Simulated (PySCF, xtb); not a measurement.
SeBr2, SMILES Br[Se]Br.

Harmonic wavenumbers (cm⁻¹) from GFN2-xTB run with xtb at its own minimum, in rising order: 102, 262, 280.

What does PBE0-D3(BJ)/def2-SVP run with PySCF give at its own minimum? (The exact figures need the calculation; the answer reports its results.)

103, 299, 303. Paired by order, the mean absolute difference is 20 cm⁻¹ and the zero-point energies are 0.9 and 1.0 kcal/mol.
